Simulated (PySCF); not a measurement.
Q: What does the PBE0-D3(BJ)/def2-SVP structure of `O=C1CC(F)=C[SiH2]1` look like in three dimensions?

A: 
```
atom  x, y, z in Å
O1     0.089   -2.338    0.996
C2     0.071   -1.224    0.543
C3    -1.174   -0.599   -0.090
C4    -0.811    0.757   -0.603
F5    -1.803    1.396   -1.214
C6     0.413    1.285   -0.458
Si7    1.510    0.088    0.443
H8    -1.983   -0.539    0.659
H9    -1.553   -1.247   -0.900
H10    0.626    2.280   -0.855
H11    2.690   -0.410   -0.325
H12    1.966    0.531    1.794
```

Any rigid rotation of these coordinates is as good. Atoms count from 1 in this order. The 5-membered ring C2–C3–C4–C6–Si7 has internal angles of 91.3° to 122.8° (sum 540°, against 540° for a flat polygon); it is almost planar, 0.01 Å rms from its mean plane, widest ring torsion 2°. Si7 (SiH2 silicon) has angles from 91.3° to 115.6°. The 2 C–Si bonds span 1.856 Å (C6–Si7, drawn single) to 1.950 Å (C2–Si7, drawn single), a spread of 0.094 Å. The C–C distances run from 1.342 Å (C4=C6, drawn double) to 1.531 Å (C2–C3, drawn single), a spread of 0.189 Å.

Bonds between heavy atoms (Å): O1=C2 1.203, C2–C3 1.531, C3–C4 1.494, C4–F5 1.329, C4=C6 1.342, C6–Si7 1.856, C2–Si7 1.950.

Method used: PySCF, PBE0-D3(BJ)/def2-SVP geometry optimisation, gas phase.

Point group: near Cs, missed by 0.12 Å at most; the miss may be what the optimiser left on a soft mode. Whether it is a minimum is left open (no frequencies).

On an Intel Xeon Platinum 8375C at 2.90 GHz with one thread, shared host with 128 logical CPUs at a one-minute load of 66, this took 86 s and 0.55 GiB of memory at its peak. That covers the optimisation of the geometry.
